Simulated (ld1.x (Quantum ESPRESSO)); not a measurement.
## Varying the TM potential for Re (Z = 75)

Base potential:

| Item | Value |
| --- | --- |
| Element | Re (Z = 75) |
| Generator | ld1.x (Quantum ESPRESSO) 7.5 |
| Type | norm-conserving Troullier–Martins (Kleinman–Bylander form) |
| Functional | PBEsol |
| Relativity | scalar-relativistic |
| Frozen core | [Xe] 4f14 |
| Valence charge | 7 |
| Reference configuration | 5d6 6s1 6p0 |
| Partial waves | 6s (bound): rc 2.50 bohr; 5d (bound): rc 2.60 bohr; 5f channel at 0.05 Ry: rc 2.90 bohr; 6p (bound, empty): rc 3.50 bohr |
| Local potential | the p channel |
| Core correction | a·sin(br)/r model core inside 1.55 bohr |

Cutoffs, loose and tight: the cutoffs (Ry, on a coarse ladder) from which the occupation-weighted sum of valence levels, in a spherical-Bessel basis at the reference potential, stays within 10 and 1 mRy of its value at 400 Ry. They do not see the model core or the augmentation charge, which bear on the density cutoff. Test errors are all-electron minus pseudo excitation energies from the reference, over the configurations 5d5 6s2 6p0; 5d5 6s1 6p0; 5d5 6s0 6p0; 5d4 6s0 6p0; 5d5.5 6s1.5 6p0; 5d6 6s0 6p0; 5d5 6s1 6p1. A dash means not determined; rows that change the core or the reference have their own tests.

A true bound ghost makes a file unfit for plane-wave use even where its test errors are small: the radial tests pick states by their node count and pass the ghost by.

```tsv
change	outcome	cutoff, loose	cutoff, tight	bound ghosts	largest test error (meV)
base	generated	30 Ry	35 Ry	none	-588
wave 6p (bound): rc 3.50 bohr becomes 6p (bound): rc 2.36 bohr	generated	30 Ry	35 Ry	s	-484
wave 6p (bound): rc 3.50 bohr becomes 6p (bound): rc 2.52 bohr	generated	30 Ry	35 Ry	s	-539
wave 6p (bound): rc 3.50 bohr becomes 6p (bound): rc 2.88 bohr	generated	30 Ry	35 Ry	none	-583
wave 6p (bound): rc 3.50 bohr becomes 6p (bound): rc 3.26 bohr	generated	30 Ry	35 Ry	none	-585
wave 6p (bound): rc 3.50 bohr becomes 6p (bound): rc 3.58 bohr	generated	30 Ry	35 Ry	none	-590
wave 6p (bound): rc 3.50 bohr becomes 6p (bound): rc 3.90 bohr	generated	30 Ry	35 Ry	none	-602
wave 6p (bound): rc 3.50 bohr becomes 6p (bound): rc 4.20 bohr	generated	30 Ry	35 Ry	none	-618
wave 6p (bound): rc 3.50 bohr becomes 6p (bound): rc 4.58 bohr	generated	30 Ry	35 Ry	none	-644
wave 6p (bound): rc 3.50 bohr becomes 6p (bound): rc 5.02 bohr	generated	30 Ry	35 Ry	none	-662
wave 6p (bound): rc 3.50 bohr becomes 6p (bound): rc 5.24 bohr	generated	30 Ry	35 Ry	none	-672
```

Reading the sweep of the p radius (base included, trends over the rows without a ghost): The loose cutoff stays near 30 Ry. The median size of the test errors (rows with all tests solved) falls from 58.8 meV at 2.88 to 27.6 meV at 5.24 bohr, with one reversal. This runs against the usual rule that a larger radius transfers worse; these runs do not show why. Bound ghosts are found at 2.36, 2.52 bohr.
